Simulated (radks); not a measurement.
The numbers below are computed, except where a source is named.
Spherical jellium clusters: N electrons in a uniform positive sphere of charge N and radius rs N^(1/3), rs = 4.32 bohr. Level of theory: non-relativistic Kohn-Sham, PBE, spin-polarised, spherical densities (a radial shooting solver with Libxc functionals). Levels are named by radial order and angular momentum (1s, 1p, 1d, 2s, ...), and open shells are averaged over m.

N = 9, configuration 1s2 1p6 1d(up 1, down 0). This is the lowest configuration that the search found. Occupied levels:

level,occupation,eigenvalue (eV),<r> (bohr)
1s up,1,-4.2396,6.063
1s down,1,-4.1911,5.794
1p up,3,-3.2814,7.167
1p down,3,-3.1413,7.020
1d up,1,-2.0702,8.157

Energy (eV): total -16.2114, kinetic 13.539, external -289.25, Hartree 142.57, exchange-correlation -30.242, background 147.17.

Electron density:

r (bohr),n(r) (e/bohr^3)
1.03,0.001902
2.13,0.002410
3.23,0.003056
4.33,0.003549
5.43,0.003603
6.53,0.003079
7.63,0.002133
8.73,0.001164
9.83,0.0005073
10.9,0.0001939
12.0,0.00007016
13.1,0.00002472
14.2,8.544e-06
